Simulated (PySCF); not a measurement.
SiHClBr₂, SMILES Br[SiH](Br)Cl. Atoms are numbered in the order given.

```xyz
5

Si     0.5752     0.4282     0.0000
Cl    -0.2197     2.3277     0.0000
Br    -0.0909    -0.6583    -1.8178
Br    -0.0909    -0.6583     1.8178
H      2.0482     0.5155     0.0000
```

The structure is a stationary point at B3LYP-D3(BJ)/def2-SVP.

These are PBE/def2-TZVP run with PySCF values and carry that method's errors.

Isolated molecule, no solvent.

Computed frontier levels, gap, dipole moment and polarisability:
```
Quantity                                                                                                       Result
---------------------------------------------------------------------------------------------  ----------------------
highest occupied level                                                                                       -7.44 eV
lowest empty level                                                                                           -1.95 eV
orbital gap                                                                                                   5.48 eV
dipole moment                                                                                                  0.69 D
quadrupole, principal values (traceless, Buckingham form, about the centre of nuclear charge)  -1.40, -0.09, 1.49 D·Å
mean static polarisability                                                                      76.6 bohr³ (11.35 Å³)
polarisability, principal values                                                               60.8, 80.1, 88.9 bohr³
```
